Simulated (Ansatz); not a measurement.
`F[SiH]1[SiH2][SiH2]1`. Total charge 0; spin multiplicity 1.

```xyz
9

F     1.125   -2.413   -0.408
Si    0.615   -0.929   -0.724
Si   -1.352    0.042   -0.002
Si    0.747    0.903    0.675
H     0.926   -0.584   -2.134
H    -2.036   -0.535    1.183
H    -2.302    0.670   -0.955
H     1.369    2.177    0.233
H     0.908    0.669    2.132
```

Q: List the harmonic frequencies (cm⁻¹, unscaled) at PBE0-D4/def2-TZVP in Ansatz. (Estimate.)

A: Ansatz gave: 120, 121, 264, 285, 334, 400, 471, 482, 558, 613, 622, 678, 774, 873, 887, 920, 2216, 2217, 2223, 2238, 2246.

Q: Is this a minimum?

A: Yes, all 21 modes are real.

Q: Give the ideal-gas thermochemistry at 298.15 K and 1 bar (rigid rotor, harmonic oscillator; point group Cs, symmetry number 1).

A: Zero-point energy 116.9 kJ/mol; H(298) − E = 138.2 kJ/mol; entropy 345.1 J/(mol·K), of which translation 167.3, rotation 113.7, vibration 64.1; G(298) − E = 35.3 kJ/mol.
